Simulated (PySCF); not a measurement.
Isomers of C6H8Cl2, one GFN2-xTB conformer each. Single-point energies are computed at PBE0/pcSseg-1 (PySCF, gas phase, no added dispersion term), electronic only.

Question: Rank them by PBE0/pcSseg-1 energy, lowest first (kJ/mol).
A. `[CH2:1]=[CH:2]/[C:3](=[CH:4]/[CH3:5])[CH:6]([Cl:7])[Cl:8]` with C1–C2–C3–C4 175°, C2–C3–C6–Cl7 -124°
B. `[CH2:1]=[C:2]1[CH2:3][C@@H:4]([CH2:5][Cl:6])[C@@H:7]1[Cl:8]` with C3–C4–C5–Cl6 -69°, C1–C2–C3–C4 -168°, C2–C3–C4–C5 -126°, C3–C4–C7–Cl8 127°, C1–C2–C7–C4 168°

Answer: B (0.0), A (16.1).

As drawn, the lower has a four-membered ring, which the higher lacks. GFN2-xTB itself gives, in the same order: 0.0, 47.4. Both levels put the same isomer lowest.

Q: Which frontier levels, dipoles and rotational constants go with these structures?

A: 
| SMILES | HOMO (eV, PBE0/pcSseg-1) | LUMO (eV) | dipole (D) | A, B, C (MHz) |
| --- | --- | --- | --- | --- |
| C=C1C[C@@H](CCl)[C@@H]1Cl | -7.71 | -0.70 | 1.73 | 2429, 763.0, 611.9 |
| C=C/C(=C/C)C(Cl)Cl | -6.87 | -1.27 | 1.89 | 1513, 1107, 1008 |

Q: As an exercise, what shares would exp(−E/RT) give at 500 K from these electronic energies alone (no entropy, no degeneracies)?

A: RT = 4.157 kJ/mol: C=C1C[C@@H](CCl)[C@@H]1Cl 98.0 %, C=C/C(=C/C)C(Cl)Cl 2.0 %.
